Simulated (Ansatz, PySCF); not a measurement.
The pair A = C2H3N (SMILES CC#N) (first 6 atoms), B = CH5N (SMILES CN); geometry from B3LYP-D3(BJ)/def2-TZVP.
(charge 0, multiplicity 1):
```xyz
13

C      0.19250     1.30181     0.16282
C     -0.63659     0.10867     0.14241
N     -1.29260    -0.83564     0.16214
H     -0.28917     2.10573    -0.39425
H      0.32422     1.60197     1.20468
H      1.16360     1.09381    -0.28701
C      0.64718    -0.55261     3.53736
N     -0.36089     0.48987     3.33168
H      1.57001    -0.09768     3.90123
H      0.86613    -1.02917     2.58121
H      0.35531    -1.34047     4.24291
H     -0.60641     0.92912     4.21076
H     -1.20934     0.08273     2.95471
```

Frozen-core correlation.

Run with Ansatz (Gaussian basis) for Hartree–Fock, density functionals and correlated methods; PySCF for the dispersion terms. Values without a source in brackets are computed.

The monomers are drawn apart, rigid, along the line of their centres of mass. Counterpoise-corrected interaction energies (kcal/mol):

```
level                   R = 4.370 Å  R = 5.368 Å
----------------------  -----------  -----------
PBE/def2-TZVPPD             -2.1372      -0.9566
PBE-D3(BJ)/def2-TZVPPD      -2.7218      -1.1518
wB97M-V/def2-TZVPPD         -2.5179      -1.1186
CCSD(T)/aug-cc-pVDZ         -2.3856      -1.0622
```

**Question.** R is the distance of the centres of mass. Find the local exponent m of E ∝ R⁻ᵐ between the two points.

**Answer.** 
m = ln(E₁/E₂)/ln(R₂/R₁): PBE/def2-TZVPPD 3.9; PBE-D3(BJ)/def2-TZVPPD 4.2; wB97M-V/def2-TZVPPD 3.9; CCSD(T)/aug-cc-pVDZ 3.9. For scale, two fixed dipoles give m = 3, dipole and quadrupole 4, quadrupoles 5, and dispersion or dipole-induced dipole 6 at long range; at these distances several terms mix, and what is left of overlap and damping shifts m, so it need not match one of them.

Ansatz is a first-principles code.
